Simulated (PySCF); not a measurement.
In(F)(Br)(vinyl) (C₂H₃BrFIn), SMILES [In]([Br])([CH]=C)[F]. Geometry optimised at PBE-D3(BJ)/def2-SVP. The structure was generated by enumeration; whether it is a known compound was not checked. The def2 effective core potentials stand for the cores of In; spin–orbit coupling is left out. The values are those of a single conformer.

Task: Give the equilibrium geometry at PBE-D3(BJ)/def2-SVP (PySCF confirms it by a frequency run) as bond lengths and angles, and its point group. (The exact figures need the calculation; the answer reports its results.)

Result: One answer among several that fit: point group Cs.
Atoms: In1 F2 Br3 C4 C5 H6 H7 H8. Bond lengths (Å): In1–F2 1.977, In1–Br3 2.502, In1–C4 2.139, C4–C5 1.345, C4–H6 1.103, C5–H7 1.106, C5–H8 1.104. Bond angles (°): F2–In1–Br3 112.5, F2–In1–C4 125.1, Br3–In1–C4 122.4, In1–C4–C5 120.2, In1–C4–H6 118.4, C5–C4–H6 121.5, C4–C5–H7 121.3, C4–C5–H8 122.6, H7–C5–H8 116.1.
